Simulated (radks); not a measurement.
Results of a calculation; reference values are marked as such.
Ionisation of the cadmium ion Cd3+, [Kr] 4d9, to [Kr] 4d8 as the strength of local exchange is varied. Level of theory: scalar-relativistic Kohn-Sham, Slater X-alpha exchange (alpha = 2/3 is LDA exchange), no correlation, spin-unpolarised, spherical densities, point nucleus (a radial shooting solver on a logarithmic mesh with Libxc functionals).

alpha  E(Cd3+) (hartree)  exchange (hartree)  IE (eV)  -e of the level emptied (eV)  <r> of it (bohr)
0.667        -5582.85659          -143.70943   52.558                   44.372 (4d)             1.204
0.684        -5586.52818          -147.46576   52.994                   44.783 (4d)             1.200
0.717        -5593.66205          -154.77067   53.846                   45.587 (4d)             1.194
0.905        -5634.47099          -196.71914   58.857                   50.331 (4d)             1.158
1.034        -5662.63750          -225.82963   62.447                   53.745 (4d)             1.136

NIST Atomic Spectra Database: 51 +/- 1.7 eV (theoretical). The central value is not met in this range of alpha. Spin polarisation and multiplet splitting are left out, so open shells lie too high by an amount that depends on their filling.

Beside tabulated values, note that spin-unpolarised runs miss the spin-polarisation part of the exchange energy of open shells.
